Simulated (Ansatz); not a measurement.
Start from `[F][Sb]([Cl])[Cl]` and change one atom or group to get `[F][Sb]([SiH3])[Cl]`.

Ansatz, PBE0-D4/def2-TZVP geometries, multiplicity 1. 

Elements past krypton have def2 core potentials.

```
                                                                                  property  `[F][Sb]([Cl])[Cl]`
ideal-gas entropy at 298 K and 1 bar (rigid rotor, harmonic PBE0-D4/def2-TZVP) / J/(mol·K)                  336
                                                   HOMO–LUMO gap (ωB97M-V/def2-TZVPP) / eV                10.80
                                                     HOMO energy (ωB97M-V/def2-TZVPP) / eV               -10.88
                                        size of the dipole moment (ωB97M-V/def2-TZVPP) / D                 3.05
                                                       LUMO energy (B3LYP/def2-TZVPP) / eV                -2.15
                                                        LUMO energy (PBE0/def2-TZVPP) / eV                -1.93
```

Question: What does the change do to each property? (An estimate is asked.)

Answer: Computed: 
| property | `[F][Sb]([SiH3])[Cl]` | shift |
| --- | --- | --- |
| ideal-gas entropy at 298 K and 1 bar (rigid rotor, harmonic PBE0-D4/def2-TZVP) / J/(mol·K) | 368 | 32 |
| HOMO–LUMO gap (ωB97M-V/def2-TZVPP) / eV | 9.28 | -1.52 |
| HOMO energy (ωB97M-V/def2-TZVPP) / eV | -9.32 | 1.56 |
| size of the dipole moment (ωB97M-V/def2-TZVPP) / D | 3.02 | -0.03 |
| LUMO energy (B3LYP/def2-TZVPP) / eV | -2.08 | 0.07 |
| LUMO energy (PBE0/def2-TZVPP) / eV | -1.87 | 0.06 |

With PBE0 the HOMO rises by 1.48 eV and the LUMO rises by 0.06 eV, so the gap narrows by about 1.42 eV. PBE moves the HOMO by 1.35 eV and ωB97M-V by 1.56 eV. The zero-point energy changes by 61.2 kJ/mol with +9 modes. Dipoles are sizes alone; their direction can turn.

B3LYP here is the variant with VWN-RPA as its local correlation; programs differ in this.

Spin–orbit coupling is left out; it splits and shifts lone-pair levels of the heavy atoms by tenths of an eV.
